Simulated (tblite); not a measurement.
Species: C3H6ClO2Si (doublet state).
Geometry (GFN2-xTB, Å), atoms numbered from 1 in this order:
```xyz
13
C3H6ClO2Si angstrom
C     -2.8901    0.5160   -0.5774
C     -2.2406   -0.3811    0.1413
O     -0.9123   -0.5747    0.1548
Si     0.3084    0.1499   -0.6387
Cl     0.5314    2.0990   -0.0626
O      1.5430   -0.7385   -0.0806
C      2.9094   -0.4877   -0.1969
H     -3.9582    0.5997   -0.5198
H     -2.3687    1.1793   -1.2449
H     -2.7457   -1.0663    0.8115
H      3.1298    0.5757   -0.0796
H      3.4168   -1.0514    0.5863
H      3.2724   -0.8194   -1.1724
```

Method: GFN2-xTB as coded in tblite; computed harmonic values from a numerical Hessian at the method's own geometry, unscaled. Errors from tens to a few hundred cm⁻¹ against measured bands are possible. One conformer, not necessarily the lowest. Open shells enter through the occupations alone, without spin polarisation, and single modes of such species can be off by tens of per cent.

Harmonic wavenumbers (cm⁻¹): 42.2, 72.0, 88.9, 105.1, 117.4, 165.9, 212.6, 275.8, 298.9, 449.7, 527.8, 666.1, 747.4, 782.2, 836.0, 982.2, 995.6, 1131.8, 1139.0, 1160.1, 1196.1, 1284.7, 1380.8, 1416.0, 1475.9, 1481.0, 1696.7, 2957.9, 2967.5, 2998.7, 3041.2, 3122.8, 3169.7.

A = 2854, B = 1258, C = 921.4 MHz; mass 136.983 u (most abundant isotopes); point group C1, symmetry number 1; spin multiplicity 2.

**Question.** Zero-point energy?

**Answer.** Half the sum of the wavenumbers: 19493 cm⁻¹ = 55.73 kcal/mol.

**Question.** Entropy at 200 K, 1 bar (ideal gas, RRHO, classical rotation)?

**Answer.** Translation 38.70, rotation 27.77, vibration 21.22, spin (R ln 2) 1.38: S = 89.1 cal/(mol K).

**Question.** And Cp and H(200 K) − H(0)?

**Answer.** Cp = 26.74 cal/(mol K), of which vibrations give 18.79 (their classical limit is 33 R = 65.6); H(200 K) − H(0) = 3.78 kcal/mol without the zero-point energy, 2.19 from vibrations.

**Question.** What must be added to the electronic energy to get the Gibbs energy at 200 K and 1 bar?

**Answer.** ZPE + [H(200 K) − H(0)] − T·S = 55.73 + 3.78 − 17.81 = 41.70 kcal/mol.

**Question.** Which modes carry the vibrational entropy at 200 K?

**Answer.** 42.2 cm⁻¹: 4.36; 72.0 cm⁻¹: 3.32; 88.9 cm⁻¹: 2.91; 105.1 cm⁻¹: 2.59; 117.4 cm⁻¹: 2.38; 165.9 cm⁻¹: 1.75 cal/(mol K); the other 27 give 3.91 together.

**Question.** Blend soft modes into free rotors: weight 1/[1 + (100 cm⁻¹/ν̃)⁴] for the oscillator and the rest for a rotor with moment μB/(μ + B), μ = h/(8π²ν), B = 10⁻⁴⁴ kg m². What vibrational entropy results?

**Answer.** 19.52 cal/(mol K) in place of 21.22, which changes −T·S at 200 K by +0.34 kcal/mol.

Hindered rotation and anharmonicity are outside this model. Other conformers, if any are populated, would add a mixing term that is left out. The structure is chiral; the term R ln 2 for an equal mix with its mirror image is left out.
